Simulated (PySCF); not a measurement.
**InF: one state, many levels of theory**

State: ¹Σ⁺ (singlet), closed shell. Set-up: In x2c-TZVPPall, F x2c-TZVPPall; spin-free X2C with a Gaussian nucleus (PySCF 2.14). De refers to In + F in their high-spin ground configurations, without counterpoise correction. A positive dipole means In(−)F(+).

```tsv
Level	Re (Å)	ωe (cm⁻¹)	De (eV)	μ (D)	CPU s a point (SCF and correlation, without the integrals)
RHF	1.980	551	3.62	-3.18	0.44
RHF-MP2	1.992	538	5.70	n/a	0.74
RHF-SCS-MP2	1.997	533	5.51	n/a	n/a
RHF-CCSD	1.988	544	5.22	n/a	n/a
RHF-CCSD(T)	1.991	541	5.37	n/a	12
LDA	1.981	538	6.60	-2.99	1.1
PBE	2.021	503	5.77	-3.16	1.9
BLYP	2.037	491	5.71	-3.32	1.1
r²SCAN	1.995	533	5.59	-3.02	2.2
B3LYP	2.012	515	5.50	-3.35	2.2
PBE0	1.995	529	5.39	-3.19	3.7
M06	2.008	517	5.59	-3.58	2.8
CAM-B3LYP	1.994	534	5.57	-3.26	4.9
```

The bond length runs from 1.980 Å (RHF) to 2.037 Å (BLYP). De spans 3.62 eV (RHF, mean field) to 6.60 eV (LDA, local density). Correlation at CCSD(T) changes the Hartree–Fock bond energy by +1.75 eV; the triples alone change it by +0.15 eV.

Correlated steps freeze 19 core orbitals. Spin–orbit coupling is left out, which matters for elements this heavy, above all for dissociation energies. Where the molecule has an RHF reference, its open-shell atoms are computed with UHF.

The whole job (state search and all levels along the bond) took about 7.2 min on 1 thread of Arm Neoverse V2 (shared host), peak memory 2 GiB.
